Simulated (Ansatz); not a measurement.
The first iterations of a band of F3H6NOSiZr (13 atoms, charge 0, multiplicity 1).

Level of theory: Ansatz 0.2.0, RKS PBE/def2-SVP.

- movable images: 9
- climbing image: yes
- spring: 5.0 eV/Å²
- optimiser: quadratic models (default)
- start path: through a guess of the saddle point
- force threshold: 0.05 eV/Å
- iteration limit: 60
- end points: relaxed

Image 0:

```xyz
13
Properties=species:S:1:pos:R:3
Zr -0.023 0.158 0.068
N -0.140 -0.167 2.170
H 0.213 -1.040 2.585
H 0.094 0.588 2.830
F 1.886 0.091 -0.150
F -0.392 1.956 -0.491
F -0.477 -1.329 -1.071
O -2.261 -0.063 0.770
Si -3.661 -0.918 0.310
H -3.459 -2.397 0.491
H -4.816 -0.468 1.159
H -3.903 -0.588 -1.129
H -1.767 -0.202 1.669
```

Image 10:

```xyz
13
Properties=species:S:1:pos:R:3
Zr -0.268 -0.142 -0.143
N -0.224 0.251 2.298
H 0.736 0.389 2.645
H -0.755 1.089 2.575
F 1.044 -1.447 0.426
F 0.176 1.742 -0.068
F -0.152 -0.405 -2.050
O -2.147 -0.603 0.195
Si -3.753 -1.071 0.130
H -3.861 -2.521 -0.259
H -4.379 -0.892 1.490
H -4.509 -0.232 -0.864
H -0.614 -0.536 2.837
```

| iteration | highest image above the first end (eV) | largest band force component (eV/Å) |
| --- | --- | --- |
| 1 | 36.732 | 183.256 |
| 2 | 7.934 | 29.658 |
| 3 | 3.493 | 17.183 |
| 4 | 0.856 | 7.215 |
| 5 | 0.774 | 4.278 |
| 6 | 0.289 | 3.906 |
| 7 | 0.190 | 3.212 |

Does the band converge within its limit, and where does its top end?

It converged. It ended after 23 iterations with the highest image 0.000 eV above the first end. The highest image is an end point: on this band no image between the ends rises above it. The orbitals stay closed-shell, which can raise the energy where a bond breaks towards radicals; this wasn't checked here.

Run time: 8.7 min on 4 threads of Arm Neoverse V1, on a shared host, peak memory 0.23 GiB.
